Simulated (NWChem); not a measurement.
System: SiHF3; SMILES F[SiH](F)F

Parts of the log:

```
             Northwest Computational Chemistry Package (NWChem) 7.3.0
             --------------------------------------------------------

                             Geometry "geometry" -> ""
                             -------------------------

 Output coordinates in angstroms (scale by  1.889725989 to convert to a.u.)

  No.       Tag          Charge          X              Y              Z
 ---- ---------------- ---------- -------------- -------------- --------------
    1 Si                  14.0000     0.00000000     0.00000000     0.32746600
    2 F                    9.0000     1.44305400    -0.38471100    -0.24312900
    3 F                    9.0000    -1.05469700    -1.05736600    -0.24312900
    4 F                    9.0000    -0.38835700     1.44207700    -0.24312900
    5 H                    1.0000     0.00000000     0.00000000     1.79360900

 Effective nuclear repulsion energy (a.u.)     185.5376944114

  xc_inp: hfexch multiplicative factor not found.
                              NWChem Property Module
                              ----------------------

  itol2e modified to match energy
  convergence criterion.

                                 NWChem DFT Module
                                 -----------------

 Summary of "ao basis" -> "ao basis" (spherical)
 ------------------------------------------------------------------------------
       Tag                 Description            Shells   Functions and Types
 ---------------- ------------------------------  ------  ---------------------
 Si                          sto-3g                  5        9   3s2p
 F                           sto-3g                  3        5   2s1p
 H                           sto-3g                  1        1   1s

  itol2e modified to match energy
  convergence criterion.

            General Information
            -------------------
          SCF calculation type: DFT
          Wavefunction type:  closed shell.
          No. of atoms     :     5
          No. of electrons :    42
           Alpha electrons :    21
            Beta electrons :    21
          Charge           :     0
          Spin multiplicity:     1
          Use of symmetry is: off; symmetry adaption is: off
          Maximum number of iterations: 150
          AO basis - number of functions:    25
                     number of shells:    15
          Convergence on energy requested:  1.00D-07
          Convergence on density requested:  1.00D-05
          Convergence on gradient requested:  5.00D-04

              XC Information
              --------------
                     Hartree-Fock (Exact) Exchange  1.000

      Superposition of Atomic Density Guess
      -------------------------------------

 Sum of atomic energies:        -579.92186417

      Non-variational initial energy
      ------------------------------

 Total energy =    -579.758704
 1-e energy   =   -1187.272591
 2-e energy   =     421.976193
 HOMO         =      -0.302938
 LUMO         =       0.358742

   convergence    iter        energy       DeltaE   RMS-Dens  Diis-err
 ---------------- ----- ----------------- --------- --------- ---------
 d= 0,ls=0.0,diis     1   -580.2382531595 -7.66D+02  3.91D-02  4.96D-01
 d= 0,ls=0.0,diis     2   -580.3535700574 -1.15D-01  5.56D-03  1.53D-02
 d= 0,ls=0.0,diis     3   -580.3569151081 -3.35D-03  3.28D-03  1.37D-03
 d= 0,ls=0.0,diis     4   -580.3574715054 -5.56D-04  4.34D-04  2.35D-05
 d= 0,ls=0.0,diis     5   -580.3574807612 -9.26D-06  4.38D-05  3.24D-07
 d= 0,ls=0.0,diis     6   -580.3574808710 -1.10D-07  8.77D-06  1.13D-08
 d= 0,ls=0.0,diis     7   -580.3574808757 -4.67D-09  2.78D-06  6.82D-10

         Total DFT energy =     -580.357480875714
      One electron energy =    -1185.069820632134
           Coulomb energy =      471.056996416174
    Exchange-Corr. energy =      -51.882351071159
 Nuclear repulsion energy =      185.537694411406

 Numeric. integr. density =        0.000000000000

                       DFT Final Molecular Orbital Analysis
                       ------------------------------------

 Vector   19  Occ=2.000000D+00  E=-4.259249D-01
              MO Center=  6.0D-02,  7.5D-02, -2.3D-01, r^2= 2.6D+00
   Bfn.  Coefficient  Atom+Function         Bfn.  Coefficient  Atom+Function
  ----- ------------  ---------------      ----- ------------  ---------------
    23      0.443064  4 F  py                13      0.414556  2 F  py
    18      0.406776  3 F  py                12     -0.399026  2 F  px
    22     -0.373582  4 F  px                17     -0.361616  3 F  px
     8     -0.093716  1 Si py                21      0.089339  4 F  s
     7      0.084068  1 Si px                11     -0.083788  2 F  s

 Vector   20  Occ=2.000000D+00  E=-4.259249D-01
              MO Center= -6.0D-02, -7.5D-02, -2.3D-01, r^2= 2.6D+00
   Bfn.  Coefficient  Atom+Function         Bfn.  Coefficient  Atom+Function
  ----- ------------  ---------------      ----- ------------  ---------------
    17      0.436155  3 F  px                12      0.428374  2 F  px
    22      0.399866  4 F  px                18      0.394534  3 F  py
    23      0.382567  4 F  py                13      0.357123  2 F  py
    16     -0.099955  3 F  s                  7     -0.093716  1 Si px
     8     -0.084068  1 Si py                19     -0.062338  3 F  pz

 Vector   21  Occ=2.000000D+00  E=-4.004398D-01
              MO Center= -3.4D-07, -4.3D-07,  4.6D-01, r^2= 2.8D+00
   Bfn.  Coefficient  Atom+Function         Bfn.  Coefficient  Atom+Function
  ----- ------------  ---------------      ----- ------------  ---------------
    25      0.539303  5 H  s                 14     -0.462306  2 F  pz
    19     -0.462307  3 F  pz                24     -0.462306  4 F  pz
     9      0.161317  1 Si pz                 5     -0.081800  1 Si pz
    12      0.062361  2 F  px                23      0.062319  4 F  py
    17     -0.045579  3 F  px                18     -0.045694  3 F  py

 Vector   22  Occ=0.000000D+00  E= 4.483291D-01
              MO Center= -1.4D-06, -1.8D-06,  4.7D-01, r^2= 2.0D+00
   Bfn.  Coefficient  Atom+Function         Bfn.  Coefficient  Atom+Function
  ----- ------------  ---------------      ----- ------------  ---------------
     6      1.150527  1 Si s                 25     -0.699876  5 H  s
    12      0.369788  2 F  px                23      0.369538  4 F  py
    11     -0.271558  2 F  s                 16     -0.271558  3 F  s
    17     -0.270271  3 F  px                18     -0.270955  3 F  py
    21     -0.271557  4 F  s                  2     -0.257014  1 Si s

 Vector   23  Occ=0.000000D+00  E= 5.295437D-01
              MO Center=  2.1D-02,  2.6D-02,  2.7D-01, r^2= 1.7D+00
   Bfn.  Coefficient  Atom+Function         Bfn.  Coefficient  Atom+Function
  ----- ------------  ---------------      ----- ------------  ---------------
     8      0.835451  1 Si py                 7     -0.749655  1 Si px
    23      0.408496  4 F  py                12     -0.390727  2 F  px
    21     -0.355267  4 F  s                 11      0.333247  2 F  s
     4     -0.242083  1 Si py                24     -0.232773  4 F  pz
    14      0.218346  2 F  pz                 3      0.217222  1 Si px

 Vector   24  Occ=0.000000D+00  E= 5.295438D-01
              MO Center= -2.1D-02, -2.6D-02,  2.7D-01, r^2= 1.7D+00
   Bfn.  Coefficient  Atom+Function         Bfn.  Coefficient  Atom+Function
  ----- ------------  ---------------      ----- ------------  ---------------
     7      0.835451  1 Si px                 8      0.749655  1 Si py
    16      0.397514  3 F  s                 18      0.321581  3 F  py
    17      0.302264  3 F  px                19      0.260453  3 F  pz
    22     -0.255959  4 F  px                13     -0.253854  2 F  py
     3     -0.242083  1 Si px                 4     -0.217222  1 Si py

     Multipole analysis of the density
     ---------------------------------

     L   x y z        total         alpha         beta         nuclear
     -   - - -        -----         -----         ----         -------
     0   0 0 0     -0.000000    -21.000000    -21.000000     42.000000

     1   1 0 0     -0.000000     -0.000000     -0.000000      0.000000
     1   0 1 0     -0.000000     -0.000000     -0.000000      0.000000
     1   0 0 1      0.461329      0.406740      0.406740     -0.352150

     2   2 0 0    -19.573659    -63.550106    -63.550106    107.526553
     2   1 1 0     -0.000001     -0.000022     -0.000022      0.000042
     2   1 0 1      0.000000      0.000000      0.000000      0.000000
     2   0 2 0    -19.573659    -63.550101    -63.550101    107.526544
     2   0 1 1      0.000000      0.000000      0.000000     -0.000000
     2   0 0 2    -17.300528    -19.924694    -19.924694     22.548861

          -----------------------
          Electric field gradient
          -----------------------

 1 a.u. = 0.324123 10**(16) esu/cm**3  ( or statvolts/cm**2 ) = 0.97174 10**(22) v/m**2

 ------------------------------------------------------------
   Atom      X         Y         Z
 ------------------------------------------------------------
    1 Si   0.00000   0.00000   0.61882
 ------------------------------------------------------------

 Electric field gradient in molecular frame (a.u.)
         XX             YY             ZZ             XY             XZ             YZ
 ------------------------------------------------------------------------------------------
       -0.090544      -0.090544       0.181089       0.000000      -0.000000      -0.000000

 Principal components (a.u.) and orientation
 of principal axis w.r.t. absolute frame                      Asymmetry parameter eta
 --------------------------------------------------------------------------------------
        0.181089      -0.090544      -0.090544                       0.000000

       -0.000000      -0.666884       0.745162
       -0.000000       0.745162       0.666884
        1.000000       0.000000       0.000000

 ------------------------------------------------------------
   Atom      X         Y         Z
 ------------------------------------------------------------
    2 F    2.72698  -0.72700  -0.45945
 ------------------------------------------------------------

 Electric field gradient in molecular frame (a.u.)
         XX             YY             ZZ             XY             XZ             YZ
 ------------------------------------------------------------------------------------------
       -1.737775       0.962865       0.774910       0.775063       1.181069      -0.314867

 Principal components (a.u.) and orientation
 of principal axis w.r.t. absolute frame                      Asymmetry parameter eta
 --------------------------------------------------------------------------------------
       -2.413060       1.243567       1.169493                       0.030697

        0.902209       0.345922       0.257598
       -0.240524      -0.092221       0.966252
       -0.358004       0.933720       0.000000

 ------------------------------------------------------------
   Atom      X         Y         Z
 ------------------------------------------------------------
    3 F   -1.99309  -1.99813  -0.45945
 ------------------------------------------------------------

 Electric field gradient in molecular frame (a.u.)
         XX             YY             ZZ             XY             XZ             YZ
 ------------------------------------------------------------------------------------------
       -0.383520      -0.391390       0.774910      -1.556944      -0.863218      -0.865402

 Principal components (a.u.) and orientation
 of principal axis w.r.t. absolute frame                      Asymmetry parameter eta
 --------------------------------------------------------------------------------------
       -2.413061       1.243567       1.169494                       0.030697

        0.659405      -0.252827       0.708000
        0.661074      -0.253466      -0.706213
        0.358003       0.933720      -0.000000

 ------------------------------------------------------------
   Atom      X         Y         Z
 ------------------------------------------------------------
    4 F   -0.73389   2.72513  -0.45945
 ------------------------------------------------------------

[...]

          -----------------------------------------
          Chemical Shielding Tensors (GIAO, in ppm)
          -----------------------------------------

                                NWChem CPHF Module
                                ------------------

  scftype          =     RHF
  nclosed          =       21
  nopen            =        0
  variables        =       84
  # of vectors     =        3
  tolerance        = 0.10D-03
  level shift      = 0.00D+00
  max iterations   =       50
  max subspace     =       30

 SCF residual:    4.5988207616490934E-006

Iterative solution of linear equations
  No. of variables       84
  No. of equations        3
  Maximum subspace       30
        Iterations       50
       Convergence  1.0D-04

   iter   nsub   residual    time
   ----  ------  --------  ---------
     1      3    6.99D-01       0.6
     2      6    6.73D-02       0.7
     3      9    1.01D-02       0.7
     4     12    1.78D-03       0.7
     5     15    3.76D-04       0.8
     6     18    5.30D-05       0.8

      Atom:    1  Si
        Diamagnetic
    866.9062     -0.0000     -0.0000
     -0.0000    866.9062     -0.0000
     -0.0000     -0.0000    860.9373

        Paramagnetic
   -261.7267     -0.0000      0.0000
     -0.0000   -261.7267      0.0000
      0.0000      0.0000   -310.1076

        Total Shielding Tensor
    605.1796     -0.0000      0.0000
     -0.0000    605.1796      0.0000
      0.0000      0.0000    550.8297

           isotropic =     587.0630
          anisotropy =      27.1750

          Principal Components and Axis System
                 1           2           3
              605.1796    605.1796    550.8297

      1        -0.6684      0.7438     -0.0000
      2         0.7438      0.6684     -0.0000
      3         0.0000      0.0000      1.0000

      Atom:    2  F
        Diamagnetic
    479.6305     -9.8289    -14.2621
     -9.8289    445.3827      3.8022
    -14.2621      3.8022    447.4711

        Paramagnetic
    -13.3735     60.5221     64.8566
     60.5221    197.5106    -17.2905
     64.8566    -17.2905    150.6360

        Total Shielding Tensor
    466.2571     50.6933     50.5945
     50.6933    642.8933    -13.4883
     50.5945    -13.4883    598.1071

           isotropic =     569.0858
          anisotropy =     130.9831

          Principal Components and Axis System
                 1           2           3
              656.4079    615.0041    435.8454

      1         0.2576      0.2967      0.9196
      2         0.9663     -0.0791     -0.2451
      3        -0.0000      0.9517     -0.3071

      Atom:    3  H
        Diamagnetic
     27.3513      0.0000     -0.0000
      0.0000     27.3513     -0.0000
     -0.0000     -0.0000     41.4915

        Paramagnetic
     -0.2911     -0.0000      0.0000
     -0.0000     -0.2911      0.0000
      0.0000      0.0000     -3.7583

        Total Shielding Tensor
     27.0603     -0.0000     -0.0000
     -0.0000     27.0603     -0.0000
     -0.0000     -0.0000     37.7332

           isotropic =      30.6179
          anisotropy =      10.6730

          Principal Components and Axis System
                 1           2           3
               37.7332     27.0603     27.0603

      1        -0.0000     -0.6725      0.7401
      2        -0.0000      0.7401      0.6725
      3         1.0000      0.0000      0.0000
```

Level: Hartree-Fock/STO-3G, GIAO. STO-3G and 3-21G are far too small for this property and stand as cheap habits. All runs use the structure optimised with PBE0/def2-SVP. NWChem prints the field gradient with the sign opposite to the second derivative of the potential. The output numbers the shielded atoms by their place in the input's list. The printed shielding anisotropy is the first printed principal value minus the mean of the other two.

**Question.** Which NWChem input produces such a log?

**Answer.** This is not unique; one that fits is the input that was run:
```
start job
memory heap 200 mb stack 900 mb global 1100 mb
geometry units angstroms noautosym nocenter noautoz
  Si     0.000000     0.000000     0.327466
  F      1.443054    -0.384711    -0.243129
  F     -1.054697    -1.057366    -0.243129
  F     -0.388357     1.442077    -0.243129
  H      0.000000     0.000000     1.793609
end
basis spherical
  * library sto-3g
end
dft
  xc hfexch
  iterations 150
end
property
  shielding 3 1 2 5
  efieldgrad
end
task dft property
```
